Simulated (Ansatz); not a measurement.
A nudged elastic band was laid between two geometries of BrH + Cl2FGeH (7 atoms, charge 0, multiplicity 1).

The calculation used RKS PBE0-D4/def2-SVP in Ansatz 0.2.0.

* movable images: 5
* climbing image: yes
* spring: 5.0 eV/Å²
* optimiser: quadratic models (default)
* start path: through a guess of the saddle point
* force threshold: 0.05 eV/Å
* iteration limit: 10
* end points: relaxed

Image 0:

```xyz
7
Properties=species:S:1:pos:R:3
Ge -0.154 0.264 -0.226
F 0.027 0.015 1.488
Cl 1.809 0.372 -1.025
H -0.945 1.552 -0.420
Cl -1.162 -1.446 -0.975
Br 1.773 -2.824 1.950
H 1.031 -1.609 2.071
```

Image 6:

```xyz
7
Properties=species:S:1:pos:R:3
Ge 0.328 -0.469 -0.460
F -0.092 0.079 2.802
Cl 1.803 0.338 -1.779
H -0.290 0.609 0.417
Cl -1.146 -1.472 -1.637
Br 1.372 -2.068 0.842
H 0.404 -0.695 2.678
```

**Question.** What changes between the two ends?

**Answer.** Bonds broken: Ge1–F2, Br6–H7. Bonds formed: Ge1–Br6, F2–H7. BrH + Cl2FGeH becomes BrCl2GeH + FH.

**Question.** Give the energies along the band, and the barrier.

**Answer.** The run converged. The highest image is number 3 of 0 to 6, 23.6 kcal/mol above the first end and 26.0 kcal/mol above the last; the last end lies 2.4 kcal/mol below the first. Another band between the same ends (5 images) ends at a top of the same energy, where a vibrational analysis finds 1 clearly imaginary mode. The orbitals stay closed-shell, which can raise the energy where a bond breaks towards radicals; this wasn't checked here.

| image | path coordinate (Å) | energy (kcal/mol) | Ge1–F2 (Å) | Br6–H7 (Å) | Ge1–Br6 (Å) |
| --- | --- | --- | --- | --- | --- |
| 0 | 0.00 | 0.0 | 1.74 | 1.43 | 4.24 |
| 1 | 0.56 | 1.1 | 1.75 | 1.43 | 3.73 |
| 2 | 1.13 | 10.4 | 1.79 | 1.46 | 3.18 |
| 3 | 1.69 | 23.6 | 1.96 | 1.69 | 2.76 |
| 4 | 2.33 | 12.5 | 2.38 | 2.01 | 2.44 |
| 5 | 2.97 | 1.6 | 2.87 | 2.20 | 2.34 |
| 6 | 3.60 | -2.4 | 3.33 | 2.49 | 2.31 |

**Question.** What is the geometry of the highest image?

**Answer.** 
```xyz
7
Properties=species:S:1:pos:R:3
Ge 0.131 -0.184 -0.076
F 0.035 -0.029 1.879
Cl 1.968 0.264 -1.076
H -0.655 1.128 -0.117
Cl -1.150 -1.620 -1.008
Br 1.418 -2.245 1.227
H 0.633 -0.991 2.035
```

The run took 98 s on 4 threads of AMD EPYC 7B13 (Zen 3), with other jobs on the host, peak memory 0.4 GiB.
